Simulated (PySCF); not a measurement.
**Working out the excitation energy of Ar²⁺**

Ar²⁺ [Ne] 3s2 3p4 (3P) → Ar²⁺ [Ne] 3s1 3p5 (3P). All numbers are calculated (PySCF 2.14, the spin-free X2C one-electron Hamiltonian (Gaussian nucleus), in x2c-TZVPPall (5s5p3d1f, 42 functions)). Frozen: [Ne]. Energies in hartree (1 hartree = 27.21139 eV):

| part | Ar²⁺ (lower) | Ar²⁺ (upper) |
| --- | --- | --- |
| UHF | -527.110109 | -526.473604 |
| CCSD correlation | -0.156508 | -0.257736 |
| (T) | -0.004107 | -0.017226 |

**Question.** What does Hartree-Fock give?

**Answer.** (-526.473604) − (-527.110109) = 0.636505 hartree = 17.320 eV.

**Question.** What do CCSD and CCSD(T) give?

**Answer.** The CCSD correlation energies differ by -0.101228 hartree = -2.755 eV and the triples by -0.013119 hartree = -0.357 eV, so CCSD gives 14.565 eV and CCSD(T) 14.208 eV.

The coupled-cluster amplitudes are large, so a single reference is strained.
